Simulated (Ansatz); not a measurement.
Geometry optimisation, Ansatz, RKS PBE-D4/def2-SVP.

The input (input.yaml):

```yaml
crystal:
  periodic: [false, false, false]
  atoms:
    - { symbol: C, position_ang: [-0.9139, 1.869, 0.1891] }
    - { symbol: B, position_ang: [-0.3338, 0.6018, 0.8102] }
    - { symbol: Si, position_ang: [1.0486, -0.3436, -0.1352] }
    - { symbol: Al, position_ang: [0.4105, -2.5155, -0.6266] }
    - { symbol: H, position_ang: [-1.7523, 2.2998, 0.83] }
    - { symbol: H, position_ang: [-1.405, 1.6873, -0.8123] }
    - { symbol: H, position_ang: [-0.1466, 2.6858, 0.0542] }
    - { symbol: H, position_ang: [-0.6903, 0.2101, 1.8374] }
    - { symbol: H, position_ang: [1.4084, 0.3773, -1.3283] }
    - { symbol: H, position_ang: [2.2792, -0.4098, 0.7553] }
    - { symbol: H, position_ang: [1.113, -3.7902, -0.025] }
    - { symbol: H, position_ang: [-0.9408, -2.727, -1.5148] }
basis:
  gaussian: { orbitals: def2-SVP }
hamiltonian:
  xc: pbe
  dispersion: d4
relax:
  f_tol: 0.02
  max_steps: 50
```

Run as:

```bash
$ ansatz run input.yaml --threads 2 --pin off --max-ram 3072MiB --backend cpu --events-out ev --progress --plain --runs-dir out
```

Question: Where does it end, and by what steps?

Answer: It converged. The force dipped under the threshold on the way, but the program's further checks kept it going. After 21 steps the energy has fallen by 0.478 eV; H5 moved furthest, 1.00 Å.

| step | energy less start (eV) | largest force component (eV/Å) | accepted |
| --- | --- | --- | --- |
| 0 | 0.0000 | 1.786 | yes |
| 1 | -0.3664 | 0.595 | yes |
| 2 | -0.4107 | 0.155 | yes |
| 3 | -0.4172 | 0.160 | yes |
| 4 | -0.4251 | 0.133 | yes |
| 5 | -0.4403 | 0.199 | yes |
| 6 | -0.4481 | 0.256 | yes |
| 7 | -0.4577 | 0.298 | yes |
| 8 | -0.4625 | 0.360 | yes |
| 9 | -0.4487 | 0.326 | no |
| 10 | -0.4707 | 0.258 | yes |
| 11 | -0.4740 | 0.094 | yes |
| 12 | -0.4750 | 0.076 | yes |
| 13 | -0.4760 | 0.037 | yes |
| 14 | -0.4763 | 0.024 | yes |
| 15 | -0.4767 | 0.025 | yes |
| 16 | -0.4769 | 0.029 | yes |
| 17 | -0.4765 | 0.055 | no |
| 18 | -0.4772 | 0.019 | yes |
| 19 | -0.4774 | 0.029 | yes |
| 20 | -0.4774 | 0.027 | yes |
| 21 | -0.4776 | 0.018 | yes |

```xyz
12
Properties=species:S:1:pos:R:3
C -1.094 1.634 0.119
B -0.025 0.758 0.853
Si 1.409 -0.246 -0.098
Al 0.145 -2.316 -0.584
H -2.126 1.443 0.485
H -1.079 1.613 -0.988
H -0.881 2.686 0.433
H -0.119 0.607 2.063
H 1.792 0.322 -1.447
H 2.649 -0.593 0.685
H 0.394 -3.675 0.233
H -0.989 -2.290 -1.721
```

The run took 36 s on 2 threads of Intel(R) Xeon(R) Platinum 8488C (Sapphire Rapids), with other jobs on the host, peak memory 0.16 GiB.
